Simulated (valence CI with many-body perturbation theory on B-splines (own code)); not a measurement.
Energy levels of Al I

Level of theory: configuration interaction combined with many-body perturbation theory (CI+MBPT): three valence electrons over a frozen Dirac-Fock core [Ne], radial functions for each j: 11 s, 11 p, 9 d, 7 f, 5 g, 2 h, 1 i, with the one-electron correlation potential Σ1 (screened to all orders), the two-electron term Σ2, the three-electron term Σ3, Breit, model QED; selected single and double excitations, second order for the rest (own B-spline code, finite nucleus).

Against 21 measured levels this calculation errs by 47 cm⁻¹ on average and by 85 at most.

Levels 1 to 22 of 22, with energies above the lowest level, 3s2 3p 2P°_1/2. "Leading %" is the weight of the configuration and term that name the level; weights of strongly mixed levels are sums over their largest components and can fall short. In the jj column 3d3/2^4 stands for four electrons in 3d with j = 3/2.

```tsv
No.	Configuration	Term	J	E (cm⁻¹)	Leading %	Leading jj	Second component
1	3s2 3p	2P°	1/2	0.0	93	3s^2 3p1/2 (93 %)	
2	3s2 3p	2P°	3/2	112	93	3s^2 3p3/2 (93 %)	
3	3s2 4s	2S	1/2	25403	92	3s^2 4s (92 %)	
4	3s 3p2	4P	1/2	28935	95	3s 3p1/2^2 (43 %)	
5	3s 3p2	4P	3/2	28982	95	3s 3p1/2 3p3/2 (85 %)	
6	3s 3p2	4P	5/2	29058	95	3s 3p3/2^2 (63 %)	
7	3s2 3d	2D	3/2	32449	65	3s^2 3d3/2 (65 %)	20 % 3s 3p2 2D
8	3s2 3d	2D	5/2	32450	65	3s^2 3d5/2 (65 %)	20 % 3s 3p2 2D
9	3s2 4p	2P°	1/2	32988	91	3s^2 4p1/2 (91 %)	
10	3s2 4p	2P°	3/2	33004	91	3s^2 4p3/2 (91 %)	
11	3s2 5s	2S	1/2	37725	92	3s^2 5s (92 %)	
12	3s2 4d	2D	3/2	38970	37	3s^2 4d3/2 (37 %)	23 % 3s2 3d 2D
13	3s2 4d	2D	5/2	38974	37	3s^2 4d5/2 (37 %)	22 % 3s2 3d 2D
14	3s2 5p	2P°	1/2	40299	91	3s^2 5p1/2 (91 %)	
15	3s2 5p	2P°	3/2	40305	91	3s^2 5p3/2 (91 %)	
16	3s2 4f	2F°	7/2	41379	92	3s^2 4f7/2 (92 %)	
17	3s2 4f	2F°	5/2	41379	92	3s^2 4f5/2 (92 %)	
18	3s2 6s	2S	1/2	42186	92	3s^2 6s (92 %)	
19	3s2 4d	2D	3/2	42316	47	3s^2 4d3/2 (47 %)	22 % 3s2 5d 2D
20	3s2 4d	2D	5/2	42320	47	3s^2 4d5/2 (47 %)	22 % 3s2 5d 2D
21	3s2 6p	2P°	1/2	43375	92	3s^2 6p1/2 (92 %)	
22	3s2 6p	2P°	3/2	43378	92	3s^2 6p3/2 (92 %)
```

Names give the largest LS component (configuration and term), which can be under half, so a name can repeat, a term be missing and a line seem to break the LS rules; names also repeat where a configuration has a term twice.

The ionisation energy to 3s2 1S_0 of the next ion comes out as 5.991 eV (NIST: 5.98577 eV (measured)). All 22 levels together are meant to be complete up to 43509 cm⁻¹.
